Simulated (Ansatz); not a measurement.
Coupled-cluster run, C3H10OSi, SMILES `CO[SiH](C)C`.

```yaml
crystal:
  periodic: [false, false, false]
  atoms:
    - {symbol: C, position_ang: [-1.013153, 0.027768, 2.072544]}
    - {symbol: O, position_ang: [0.130772, -0.194632, 1.288713]}
    - {symbol: Si, position_ang: [0.071521, -0.411161, -0.346330]}
    - {symbol: C, position_ang: [1.799881, -0.838091, -0.877161]}
    - {symbol: C, position_ang: [-0.565948, 1.116261, -1.209892]}
    - {symbol: H, position_ang: [-1.785799, -0.729399, 1.888305]}
    - {symbol: H, position_ang: [-0.727915, -0.023732, 3.125314]}
    - {symbol: H, position_ang: [-1.447331, 1.016865, 1.883416]}
    - {symbol: H, position_ang: [-0.866426, -1.538997, -0.641200]}
    - {symbol: H, position_ang: [2.486846, -0.018473, -0.652033]}
    - {symbol: H, position_ang: [1.838970, -1.028875, -1.952818]}
    - {symbol: H, position_ang: [2.155499, -1.731589, -0.359715]}
    - {symbol: H, position_ang: [0.081615, 1.975921, -1.018057]}
    - {symbol: H, position_ang: [-0.603705, 0.955526, -2.291090]}
    - {symbol: H, position_ang: [-1.576426, 1.371708, -0.880696]}
basis:
  gaussian: {orbitals: def2-SVP}
correlation: {method: ccsd_t}
```

```sh
$ ansatz run in.yaml --threads 4 --pin off --events-out ev --progress --plain
```

Log, shortened:

```
Functional definition: HF
1252 factors; integrals over basis functions are off by at most 1.5e-3 eV
mean field evaluation 1: about -13140.6067 eV, gradient 3.7e1 eV
mean field evaluation 2: about -13140.6098 eV, gradient 3.7e1 eV
mean field evaluation 4: about -13144.0922 eV, gradient 4.3e0 eV
mean field evaluation 8: about -13144.1428 eV, gradient 1.3e-4 eV
mean field -13144.14283598 eV, -483.0383398023 hartree, gradient 1.3e-6 eV, S^2 0.000000; 0 other end points of the search recorded, 0 dependent functions left out
9 core orbitals not correlated: weight in the atoms' cores, before any rotation towards them, 1.000 or more for the frozen orbitals, at most 0.000 for the correlated occupied ones
reference -13144.14283598 eV, -483.0383398023 hartree; 16, 16 occupied and 99, 99 virtual orbitals, 1252 factors
second order -19.52868301 eV of doubles, -0.00000000 eV of singles
cycle   1  -20.68999962 eV  change    -1.2e0 eV  update   9.4e-2
cycle   2  -21.21971843 eV  change   -5.3e-1 eV  update   2.7e-2
cycle   3  -21.32450044 eV  change   -1.0e-1 eV  update   1.2e-2
cycle   4  -21.32486333 eV  change   -3.6e-4 eV  update   2.6e-3
cycle   5  -21.32504803 eV  change   -1.8e-4 eV  update   9.1e-4
cycle   6  -21.32513130 eV  change   -8.3e-5 eV  update   2.5e-4
cycle   7  -21.32507228 eV  change    5.9e-5 eV  update   9.5e-5
cycle   8  -21.32506673 eV  change    5.5e-6 eV  update   3.0e-5
perturbative correction -0.54994211 eV, -0.0202099998 hartree
Total energy: -13166.01784482 eV, -483.8422315499 hartree
```

Hardware: 4 threads of a server CPU on a shared host. Wall time 8.5 s, peak host memory 0.78 GiB.

The correlation energy is -21.875 eV, 2.5 % of it from (T); the T1 diagnostic reads 0.0094.
